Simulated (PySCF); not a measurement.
# Ionising InSn

UHF; PySCF, scalar-relativistic core potentials, basis sets In cc-pVDZ-PP with ECP28, Sn cc-pVDZ-PP with ECP28. Neutral (UHF): quartet (σ ↑, π ↑↑), Re = 2.939 Å, ωe = 134 cm⁻¹, De = 1.21 eV, HOMO -6.77 eV, LUMO 0.28 eV.

InSn⁺ (UHF): triplet (σ ↑, π ↑), Re = 3.495 Å, ωe = 65.9 cm⁻¹, De = 0.52 eV to In⁺ + Sn. The energies at the minima are -402.58435 hartree for InSn and -402.36783 for InSn⁺.

Work out the adiabatic ionisation energy, without and with harmonic zero-point energies (1 hartree = 27.2114 eV, 1 eV = 8065.5 cm⁻¹), and the change of the bond length.

At UHF: 0.21652 hartree = 5.892 eV between the minima; the zero-point term (65.9 − 134.0)/2 cm⁻¹ = -0.004 eV makes it 5.888 eV. Re changes by +55.6 pm against the neutral. The electron leaves a π orbital, and the ion is left as a loose complex of an ion and an atom.

Spin–orbit coupling is left out, which matters for elements this heavy, above all for dissociation energies. For an ion De counts to the pair picked by the measured ionisation energies or electron affinities, which need not be the lowest pair at this level. Hartree–Fock leaves out correlation, which carries a large part of most bond energies and some tenths to 1 eV of ionisation energies. States were picked by a PBE0 search and need not be the measured ground states.
